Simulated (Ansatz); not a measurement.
Cartesian coordinates in Å:
```
O -0.219 -0.033 -1.992
Ge -0.598 0.270 -0.274
O -0.294 1.994 0.037
Ge 0.967 -0.913 1.141
H -0.985 -0.322 -2.491
H -2.104 -0.048 -0.085
H -0.652 2.559 -0.653
H 0.744 -0.520 2.608
H 0.744 -2.426 0.988
H 2.398 -0.560 0.720
```

Total charge 0; spin multiplicity 1.

List the r2SCAN/def2-TZVPP orbital energies in eV (Ansatz 0.2.0). (An estimate is asked.)

The calculation gave: Occupied: -10834.81, -10834.23, -1349.82, -1349.37, -1199.87, -1199.87, -1199.86, -1199.42, -1199.41, -1199.40, -515.69, -515.59, -168.10, -167.52, -117.81, -117.78, -117.76, -117.22, -117.20, -117.19, -31.29, -31.17, -31.06, -31.02, -31.01, -30.50, -30.50, -30.46, -30.43, -30.42, -25.98, -25.42, -15.16, -13.67, -12.40, -11.34, -9.10, -8.91, -8.79, -8.52, -8.09, -7.61, -6.91. Lowest empty: -0.46, -0.30, -0.13, 0.74, 1.27, 1.50, 2.12, 2.51.
